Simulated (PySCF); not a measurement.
## ECD: `C=C[C@@]12CC=C[C@@H]1C2`, C8H10

Molfile (atoms numbered from 1):
```
C8H10
     RDKit          3D

 18 19  0  0  0  0  0  0  0  0999 V2000
    2.4324   -0.9901    0.3866 C   0  0  0  0  0  0  0  0  0  0  0  0
    1.7254    0.0291   -0.0770 C   0  0  0  0  0  0  0  0  0  0  0  0
    0.2777    0.2212    0.0931 C   0  0  1  0  0  0  0  0  0  0  0  0
   -0.3903    1.3842   -0.6297 C   0  0  0  0  0  0  0  0  0  0  0  0
   -1.7433    0.8518   -1.0057 C   0  0  0  0  0  0  0  0  0  0  0  0
   -1.9037   -0.4182   -0.6576 C   0  0  0  0  0  0  0  0  0  0  0  0
   -0.7254   -0.9304    0.0715 C   0  0  2  0  0  0  0  0  0  0  0  0
   -0.4197   -0.2159    1.3548 C   0  0  0  0  0  0  0  0  0  0  0  0
    3.4925   -1.0633    0.2182 H   0  0  0  0  0  0  0  0  0  0  0  0
    1.9862   -1.7937    0.9482 H   0  0  0  0  0  0  0  0  0  0  0  0
    2.2214    0.8079   -0.6433 H   0  0  0  0  0  0  0  0  0  0  0  0
    0.1715    1.6707   -1.5238 H   0  0  0  0  0  0  0  0  0  0  0  0
   -0.4706    2.2698    0.0056 H   0  0  0  0  0  0  0  0  0  0  0  0
   -2.4648    1.4692   -1.5130 H   0  0  0  0  0  0  0  0  0  0  0  0
   -2.7682   -1.0293   -0.8516 H   0  0  0  0  0  0  0  0  0  0  0  0
   -0.4238   -1.9601   -0.0487 H   0  0  0  0  0  0  0  0  0  0  0  0
   -1.1768    0.4363    1.7651 H   0  0  0  0  0  0  0  0  0  0  0  0
    0.1707   -0.7330    2.0958 H   0  0  0  0  0  0  0  0  0  0  0  0
  1  2  2  0
  3  2  1  1
  3  4  1  0
  4  5  1  0
  5  6  2  0
  6  7  1  0
  7  8  1  0
  7  3  1  0
  8  3  1  0
  1  9  1  0
  1 10  1  0
  2 11  1  0
  4 12  1  0
  4 13  1  0
  5 14  1  0
  6 15  1  0
  7 16  1  1
  8 17  1  0
  8 18  1  0
M  END
```

Level of theory: PySCF 2.14.0, TDDFT CAM-B3LYP/def2-SVPD circular dichroism and optical rotation, one conformer, gas phase. Geometry: GFN2-xTB.

The molecule is flexible and this is one conformer; a measurement averages over conformers. States above about 7.9 eV (minus the energy of the highest occupied orbital) lie near or above the ionisation threshold and depend on the basis.

Assign R or S to each stereocentre.

C3 S, C7 S.

List the lowest 12 singlet excitations with oscillator and rotatory strengths.

Rotatory strengths R in 10⁻⁴⁰ esu² cm², velocity form and length form (origin at the centre of mass); f in length form.
| state | E (eV) | λ (nm) | f | R (velocity) | R (length) | main |
| --- | --- | --- | --- | --- | --- | --- |
| 1 | 6.18 | 201 | 0.273 | -180.9 | -183.5 | HOMO→LUMO 0.80 |
| 2 | 6.46 | 192 | 0.064 | +143.3 | +133.3 | HOMO→LUMO+1 0.76, HOMO→LUMO 0.11 |
| 3 | 6.60 | 188 | 0.049 | +89.0 | +90.1 | HOMO−1→LUMO 0.91 |
| 4 | 6.70 | 185 | 0.035 | -30.3 | -22.8 | HOMO→LUMO+2 0.72, HOMO→LUMO+1 0.08 |
| 5 | 6.77 | 183 | 0.060 | -83.8 | -83.7 | HOMO−1→LUMO+1 0.83 |
| 6 | 6.95 | 178 | 0.024 | +95.4 | +98.1 | HOMO−1→LUMO+2 0.63, HOMO→LUMO+4 0.16 |
| 7 | 7.20 | 172 | 0.003 | -0.2 | -0.1 | HOMO→LUMO+3 0.58, HOMO→LUMO+4 0.21 |
| 8 | 7.47 | 166 | 0.003 | +0.4 | +0.7 | HOMO−1→LUMO+3 0.47, HOMO→LUMO+6 0.15 |
| 9 | 7.62 | 163 | 0.030 | +3.2 | +1.1 | HOMO→LUMO+4 0.22, HOMO−1→LUMO+2 0.14 |
| 10 | 7.68 | 161 | 0.015 | -12.8 | -15.9 | HOMO→LUMO+5 0.35, HOMO−1→LUMO+4 0.12 |
| 11 | 7.79 | 159 | 0.052 | -7.3 | -6.3 | HOMO→LUMO+7 0.29, HOMO−1→LUMO+4 0.27 |
| 12 | 7.97 | 156 | 0.002 | +5.1 | +4.6 | HOMO−1→LUMO+5 0.40, HOMO→LUMO+6 0.23 |

Among the states computed, the strongest CD band (largest |R|) is state 1. The largest dissymmetry factor in size, g = 4R/(D+G), with D and G the electric and magnetic dipole strengths, is +0.04 for state 6 (velocity form, f = 0.025), among bands with |R| over 0.5. The mirror image has the same energies and oscillator strengths and all R with the opposite sign.
